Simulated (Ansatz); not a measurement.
Compare A (`C=C[Si@@H](O)[Si@@H](O)F`) with its isomer B (`O[SiH](O)/C=C\[SiH2]F`).

Isolated molecules relaxed with PBE0-D4/def2-TZVP in Ansatz; ΔE leaves out vibrations. CCSD(T)/CBS adds triple-zeta CCSD(T) − MP2 to the extrapolated MP2 energy (def2 sets, frozen cores). DFT in def2-TZVPP. B3LYP here is the variant with VWN-RPA as its local correlation; programs differ in this. One conformer a species, not always the lowest.

A:

Z-matrix (Å, degrees):
```
Si
C 1 1.850
Si 1 2.351 2 110.3
O 1 1.654 2 106.5 3 -119.3
H 1 1.493 2 110.3 3 119.4
C 2 1.331 1 122.9 3 112.4
H 2 1.089 1 118.3 3 -66.7
O 3 1.639 1 107.4 2 71.6
F 3 1.610 1 108.7 2 -169.2
H 3 1.490 1 115.9 2 -52.0
H 4 0.958 1 117.5 2 173.2
H 6 1.086 2 121.4 1 1.0
H 6 1.086 2 122.0 1 -179.5
H 8 0.959 3 118.9 1 -167.3
```

B:

```xyz
14

O    -0.217   -0.957   -2.723
Si    0.177    0.133   -1.566
O     1.338   -0.407   -0.523
C    -1.212    0.485   -0.400
C    -1.069    0.415    0.929
Si    0.450    0.010    1.949
F    -0.064    0.267    3.458
H    -0.638   -1.772   -2.443
H     0.666    1.300   -2.335
H     2.261   -0.388   -0.777
H    -2.188    0.753   -0.804
H    -1.943    0.628    1.549
H     0.854   -1.413    1.919
H     1.584    0.944    1.766
```

(1) Which isomer does CCSD(T)/CBS put lower? Give the gap. (An estimate is asked.)

(2) Give E(B) − E(A) in kcal/mol with PBE0-D4, ωB97M-V, B3LYP-D4, r2SCAN-D4, HF/def2-TZVPP, B3LYP, B2PLYP. (Best estimate.)

Largest T1 diagnostic: 0.012.

Answers

(1) Computed: B, by 6.6 kcal/mol.

(2) The calculation gave: PBE0-D4 -4.6, ωB97M-V -8.1, B3LYP-D4 -5.6, r2SCAN-D4 -5.9, HF/def2-TZVPP -6.1, B3LYP -4.6, B2PLYP -6.2. None reverses the order clearly.

The D4 term adds −1.0 kcal/mol with B3LYP and −0.5 kcal/mol with PBE0; it sums over pairs of atoms, weighted by their polarisabilities, and B3LYP, whose exchange is more repulsive, gets the larger term. From PBE to PBE0 (25 % exact exchange), in def2-TZVPP and without D4, E(B) − E(A) moves by −1.3 kcal/mol.
